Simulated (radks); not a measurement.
The numbers below are computed, except where a source is named.
The oxygen anion O-, [He] 2s2 2p5, held by a Watson sphere: a shell of charge +1 at radius R that stands for the Madelung well of a crystal (potential energy -1/R inside, -1/r outside, in hartree with lengths in bohr). Level of theory: scalar-relativistic Kohn-Sham, LDA (Slater exchange, VWN5 correlation), spin-unpolarised, spherical densities, point nucleus (a radial shooting solver on a logarithmic mesh with Libxc functionals). Response by self-consistent Sternheimer equations with the Hartree and adiabatic LDA kernel, the relativistic mass of each level held fixed and spin-orbit coupling left out. The sphere does not respond.

R (bohr)  e(1s) (eV)  e(2s) (eV)  e(2p) (eV)  <r> 2p (bohr)  sum of <r^2> (bohr^2)  X-ray form factor at sin(theta)/lambda = 0.1 1/angstrom  alpha (bohr^3)
1.8          -507.20     -23.036      -8.629          1.363                  15.95                                                    7.960           9.089
1.88         -507.15     -22.791      -8.427          1.373                  16.19                                                    7.947           9.523
1.91         -507.13     -22.701      -8.352          1.376                  16.27                                                    7.943           9.689
2.18         -506.87     -21.941      -7.701          1.406                  17.00                                                    7.906           11.27
2.62         -506.32     -20.889      -6.747          1.445                  18.02                                                    7.857           14.13
2.91         -505.93     -20.303      -6.193          1.466                  18.60                                                    7.832           16.18
3.43         -505.26     -19.423      -5.338          1.495                  19.48                                                    7.798           20.08
3.67         -504.97     -19.077      -4.995          1.506                  19.83                                                    7.786           21.96
